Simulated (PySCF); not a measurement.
# Diatomics of Ge with the third period

PBE0 with double-zeta basis sets in PySCF, for the lowest determinant that a PBE0 search found; no spin–orbit coupling. De refers to high-spin ground-configuration atoms. A positive dipole means M(−)Ge(+).

```json
{"M": "Na", "basis": "cc-pVDZ/cc-pVDZ-PP", "state (unpaired electrons)": "quartet (σ ↑, π ↑↑)", "Re (Å)": "2.754", "ωe (cm⁻¹)": "203", "De (eV)": "1.28", "μ (D)": "-6.87"}
{"M": "Mg", "basis": "cc-pVDZ/cc-pVDZ-PP", "state (unpaired electrons)": "triplet (π ↑↑)", "Re (Å)": "2.595", "ωe (cm⁻¹)": "253", "De (eV)": "1.04", "μ (D)": "-3.11"}
{"M": "Al", "basis": "x2c-SVPall", "state (unpaired electrons)": "quartet (σ ↑, π ↑↑)", "Re (Å)": "2.462", "ωe (cm⁻¹)": "310", "De (eV)": "2.49", "μ (D)": "-1.12"}
{"M": "P", "basis": "def2-SVP", "state (unpaired electrons)": "doublet (π ↑)", "Re (Å)": "2.147", "ωe (cm⁻¹)": "502", "De (eV)": "3.27", "μ (D)": "1.14"}
{"M": "S", "basis": "def2-SVP", "state (unpaired electrons)": "singlet (closed shell)", "Re (Å)": "2.018", "ωe (cm⁻¹)": "595", "De (eV)": "5.62", "μ (D)": "2.00"}
{"M": "Cl", "basis": "cc-pVDZ-PP/cc-pV(D+d)Z", "state (unpaired electrons)": "doublet (π ↑)", "Re (Å)": "2.197", "ωe (cm⁻¹)": "399", "De (eV)": "4.01", "μ (D)": "1.98"}
```

The shortest bond is that of GeS (2.018 Å), the longest that of NaGe (2.754 Å). GeS is bound most strongly (5.62 eV) and MgGe least (1.04 eV).

The rows differ in basis set, which adds steps of its own.

The state changes along the series, so neighbouring rows are not always alike in their bonding.

Spin–orbit coupling is left out. States were picked by a PBE0 search and need not be the measured ground states.
